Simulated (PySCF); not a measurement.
## Excitation energy of Ne²⁺ by level of theory

Ne²⁺ [He] 2s2 2p4 (3P) → Ne²⁺ [He] 2s1 2p4 3s1 (5P), as a difference of total energies. All numbers are calculated (PySCF 2.14, the spin-free X2C one-electron Hamiltonian (Gaussian nucleus), in x2c-TZVPPall with one added diffuse shell each of s, p, d type (6s4p3d1f, 40 functions)). Correlated levels: valence: 1s2 frozen. The calculations carry no spin-orbit coupling.

| method | excitation energy (cm⁻¹) |
| --- | --- |
| UHF | 485550 |
| MP2 (valence) | 492160 |
| SCS-MP2 (valence) | 493470 |
| CCSD (valence) | 496090 |
| CCSD(T) (valence) | 495270 |

The promoted electron is Rydberg-like, and one or two diffuse shells describe it only roughly, which tends to raise the upper state.

The coupled-cluster amplitudes are large for the upper state (T1 above 0.03 or a double amplitude above 0.15), so a single reference is strained.
